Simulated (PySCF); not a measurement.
Atom-mapped SMILES (the numbers label the heavy atoms): `[CH3:1][SiH2:2][P:3]([SiH3:4])[SiH3:5]`. Hydrogens are named by the atom that carries them.

Geometry: GFN2-xTB; GIAO absolute shieldings from PySCF 2.14.0 with density-fitted response routines, gas phase, non-relativistic, averaged over equivalent atoms.

At PBE0/cc-pVDZ (141 basis functions, 35 s wall time on 1 thread of an Arm Neoverse N1, shared host):
```tsv
atoms	σ (ppm)
C1	203.2
Si2	454.5
Si4/Si5	487.6
P3	717.5
H(Si2)	27.26
H(Si4)/H(Si5)	27.63
H(C1)	31.40
```

Q: Predict the values at KT2/6-311+G(2d,p) on the same geometry.

A: 
| atoms | σ at KT2/6-311+G(2d,p) | change |
| --- | --- | --- |
| C1 | 195.4 | -7.8 |
| Si2 | 395.3 | -59.2 |
| Si4/Si5 | 434.6 | -53.0 |
| P3 | 660.6 | -56.9 |
| H(Si2) | 27.01 | -0.25 |
| H(Si4)/H(Si5) | 27.45 | -0.18 |
| H(C1) | 31.60 | +0.20 |

The largest change is at Si2 (silicon bonded to C, P, 2 H). Cost: 233 basis functions, 84 s wall time on 1 thread of an Arm Neoverse N1, shared host.
